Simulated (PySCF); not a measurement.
Compound: C₄H₅F₂O₂ (doublet state).
Structure used (GFN2-xTB), in Å, numbered top down from 1:
```xyz
13
C4H5F2O2 angstrom
C      2.322   -0.087   -0.694
O      1.395    0.861   -0.475
C      0.133    0.591   -0.165
C     -0.755    1.570    0.056
O     -0.150   -0.772   -0.096
C     -1.236   -1.163    0.599
F     -1.087   -2.461    0.896
F     -2.368   -1.076   -0.140
H      3.284    0.298   -0.958
H      2.082   -1.129   -0.658
H     -1.789    1.378    0.254
H     -0.431    2.589   -0.016
H     -1.407   -0.598    1.535
```

The hyperfine couplings belong to this conformer and change with its torsions.

Identity: `[CH2]OC(=C)OC(F)F` [radical].

Computed with PySCF 2.14.0, UKS B3LYP, pcH-1 on C F H O, non-relativistic, mean-field spin-orbit, GIAO. Isolated species at its GFN2-xTB geometry (one conformer only). A GFN2-xTB geometry isn't a minimum of the functional, and hyperfine couplings can be far from their values at a DFT geometry. The SCF solution wasn't tested for stability.

Principal values of hyperfine tensors in MHz (contact and dipolar terms together), for some of the nuclei:

```csv
atom,isotope,A1,A2,A3
C1,13C,5.33,7.72,239.90
H10,1H,-102.26,-64.68,-27.88
H9,1H,-100.87,-63.88,-26.52
O2,17O,-64.15,9.18,11.40
C3,13C,-21.28,-9.08,-4.90
H11,1H,-15.70,-10.30,-3.67
H12,1H,-12.04,-9.98,-4.51
O5,17O,0.56,1.61,4.82
```

(1) Split each tensor into its isotropic and traceless parts, and turn a_iso into mT with g = 2.0030.

(2) What spin density at the nucleus of C3 lies behind its contact coupling (g_N = 1.40482)?

(3) C4 (13C, g_N = 1.40482) isn't in the table. Its spin density at the nucleus is 0.009752 bohr⁻³. What is its contact coupling?

(4) Name the largest traceless tensor T of the table and describe it.

(5) In a single crystal, with the field along each principal axis of the tensor of H9 in turn, what first-order splitting does this nucleus give (isotropic g, quadrupole terms neglected)?

Results:

(1) a_iso is a third of the trace, T = A − a_iso, and a(mT) = a(MHz)/(g × 13.996).

```csv
atom,a_iso (MHz),a_iso (mT),T1,T2,T3
C1,84.32,3.008,-78.98,-76.60,155.58
H10,-64.94,-2.316,-37.32,0.26,37.06
H9,-63.75,-2.274,-37.11,-0.12,37.24
O2,-14.52,-0.518,-49.62,23.70,25.92
C3,-11.76,-0.419,-9.53,2.67,6.86
H11,-9.89,-0.353,-5.81,-0.41,6.22
H12,-8.84,-0.315,-3.19,-1.14,4.34
O5,2.33,0.083,-1.77,-0.72,2.49
```

(2) a_FC = 800.24 MHz bohr³ × g_N × ρ(0)/(2S). With a_FC = -11.76 MHz and 2S = 1, ρ(0) = -0.01046 bohr⁻³.

(3) By the same relation, a_FC = 10.96 MHz. Its full tensor has the principal values -0.35, 0.64, 32.60 MHz.

(4) C1: -79.0, -76.6, 155.6 MHz, axial, in the ratio −1:−1:+2, the form that spin in one p orbital centred on that nucleus gives.

(5) 2 lines (I = 1/2), spaced by |A_i|/(g × 13.996): 3.60, 2.28, 0.95 mT along the axes of A1, A2 and A3.

On one thread of an Arm Neoverse V1, shared host with 64 logical CPUs at a one-minute load of 25, this took 52 s of wall time (with the writing of density and orbital grids) and 0.90 GiB of memory at its peak.
